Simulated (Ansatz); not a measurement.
Species: dichloro(ethynyl)borane, C$_{2}$HBCl$_{2}$, charge 0, multiplicity 1. SMILES: ClB(Cl)C#C
Geometry from a B3LYP-D3(BJ)/def2-TZVP (Ansatz, a first-principles code) optimisation:
```xyz
6

C      2.6767    -0.4806    -0.2009
C      1.4936    -0.2681    -0.1121
B      0.0176    -0.0032    -0.0013
Cl    -0.6291     1.5711    -0.4144
Cl    -1.0668    -1.2666     0.5418
H      3.7210    -0.6680    -0.2793
```
Charge 0, spin multiplicity 1.

Quantity: atomisation energy (electronic, to ground-state atoms), in kcal/mol. Correlated levels leave the core frozen unless marked. UHF or UKS for open shells. No spin-orbit coupling. Non-relativistic. The coupled-cluster limit lacks core correlation, which all-electron functionals hold. CBS marks a two-point X^-3 extrapolation of the correlation energy; Hartree-Fock from the larger set (for Q and 5 zeta extrapolated as (X+1)exp(-9√X)).

```
level                                        program  atomisation energy (kcal/mol)  minus last row
------------------------------------  --------------  -----------------------------  --------------
PBE-D3(BJ)/def2-TZVPD                 Ansatz + dftd3                          641.3            29.4
BLYP-D3(BJ)/def2-TZVPD                Ansatz + dftd3                          615.1             3.2
revPBE-D4/def2-TZVPD                  Ansatz + dftd4                          622.1            10.2
CAM-B3LYP-D3(BJ)/def2-TZVPD           Ansatz + dftd3                          611.5            -0.4
MP2/cc-pV(T+d)Z                               Ansatz                          623.6            11.7
CCSD/cc-pV(Q+d)Z                              Ansatz                          588.6           -23.3
CCSD(T)/CBS(cc-pV(Q+d)Z,cc-pV(5+d)Z)          Ansatz                          611.9             0.0
```
